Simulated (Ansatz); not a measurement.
Stepwise reaction of `[O]=[W]([OH])([OH])([OH])[OH]` with hydrogen fluoride, as a gas-phase model of exchange steps in deposition or etching. ΔE in kJ/mol.

Calculated with Ansatz (gas phase, PBE0-D4/def2-TZVP geometries, no zero-point term in ΔE). CCSD(T)/CBS adds triple-zeta CCSD(T) − MP2 to the extrapolated MP2 energy (def2 sets, frozen cores). This one scheme is used for every species. Functionals use def2-TZVPP. B3LYP here is the variant with VWN-RPA as its local correlation; programs differ in this. def2 core potentials past Kr. For W outer-core shells are correlated without core-valence functions, which leaves a few kJ/mol of doubt a bond. One conformer a species, not always the lowest.

```csv
step,reaction,PBE-D4,B3LYP-D4,ωB97M-V,CCSD(T)/CBS
1,`[O]=[W]([OH])([OH])([OH])[OH]` + H–F → `[O]=[W]([OH])([OH])([OH])[F]` + H₂O,-44.3,-46.3,-46.7,-40.6
2,`[O]=[W]([OH])([OH])([OH])[F]` + H–F → `[O]=[W]([OH])([OH])([F])[F]` + H₂O,-29.4,-27.8,-28.2,-20.4
3,`[O]=[W]([OH])([OH])([F])[F]` + H–F → `[O]=[W]([OH])([F])([F])[F]` + H₂O,-37.5,-36.7,-37.3,-31.3
4,`[O]=[W]([OH])([F])([F])[F]` + H–F → `[O]=[W]([F])([F])([F])[F]` + H₂O,-29.2,-28.0,-30.4,-24.9
```

(1) By hand: ΔE of the 4 steps together at CCSD(T)/CBS.

## Answers

(1) (-40.6) + (-20.4) + (-31.3) + (-24.9) = -117.2 kJ/mol, or -29.3 kJ/mol a step.

In ΔE step 1 is the lowest and step 2 the highest. All are downhill at CCSD(T)/CBS. PBE-D4 differs from CCSD(T)/CBS by -9.0 to -3.7 kJ/mol a step. Only this route is followed, and other bonds may react first. Isolated molecules leave out the surface, adducts and barriers. Largest T1 diagnostic: 0.021.
